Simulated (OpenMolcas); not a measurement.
Ag5+ among 4 point charges of -2 e arranged as a tetrahedron (Td).

- Program: OpenMolcas 26.06
- Method: CASSCF
- Basis: ANO-RCC-VDZP [6s5p3d1f]
- Scalar Hamiltonian: DKH2, point nucleus
- Active space: 6 electrons in 5 orbitals (4d)
- State averaging: 2S+1 = 5 even, 5 roots; 2S+1 = 3 even, 45 roots; 2S+1 = 1 even, 50 roots
- Spin-orbit coupling: RASSI with atomic mean-field integrals over the reference wave functions

All point charges move together. At R = 1.93 Å the first state of the same spin is 2278 cm-1, and at R = 2.08 Å it is 1628 cm-1.

A third run gives 3327 cm-1. What distance was it run at?

With a power law R^-n the two known points give n = -ln(1628 / 2278) / ln(2.08 / 1.93) = 4.49. Then R = 1.93 × (2278 / 3327)^(1/4.49) = 1.774 Å. The run was at 1.77 Å, so the estimate is off by +0.004 Å.

An orbital doublet at a regular site is open to a Jahn-Teller distortion, which this geometry leaves out. Without dynamic correlation the repulsion within the d shell is too large (B by tens of per cent), so at a given field states of lower spin stand too high. Point charges give a weaker field than real ligands, and real ions of this kind are as a rule low spin; the high spin found here belongs to the model. The ground term spreads over less than 5000 cm-1, several times less than with real ligands, so orbital moments are less quenched and χT lies further from the spin-only value than at real sites. This is an electrostatic model: the charges have no orbitals. No measured value stands beside these numbers.
